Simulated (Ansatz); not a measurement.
Reaction (cleavage of the Si–Ge bond): `N[SiH](N)[GeH3]` + CH₃OH → `CO[SiH](N)N` + GeH₄

Gas-phase electronic energies from Ansatz, PBE0-D4/def2-TZVP geometries. CCSD(T)/CBS is the MP2 limit (def2-TZVPP, def2-QZVPP) plus CCSD(T) − MP2 in def2-TZVPP, frozen cores. This one scheme is used for every species. DFT in def2-TZVPP. For Ge outer-core shells are correlated without core-valence functions, which leaves a few kJ/mol of doubt a bond. Scalar relativity is left out up to krypton. Each species was taken in one conformer, which may not be the lowest.

```
             level  ΔE (kJ/mol)
           ωB97X-V       -112.7
            r2SCAN       -109.0
     HF/def2-TZVPP       -131.5
    MP2/def2-TZVPP       -116.5
CCSD(T)/def2-TZVPP       -113.4
     HF/def2-QZVPP       -133.2
    MP2/def2-QZVPP       -115.1
    CCSD/CBS(def2)       -111.7
```

(1) What does CCSD(T)/CBS give? (An estimate is asked.)

Largest T1 diagnostic among the species: 0.012.

Answers

(1) Computed: -109.8 kJ/mol. The listed levels differ from it by -2.9, 0.8, -21.7, -6.7, -3.6, -23.4, -5.3, -1.9 kJ/mol.

From PBE to PBE0 (25 % exact exchange), in def2-TZVPP and without D4, ΔE moves by −7.2 kJ/mol. In def2-TZVPP, CCSD(T) changes the Hartree–Fock value by +18.2 kJ/mol (the triples alone add +1.9 kJ/mol) and MP2 by +15.0 kJ/mol.
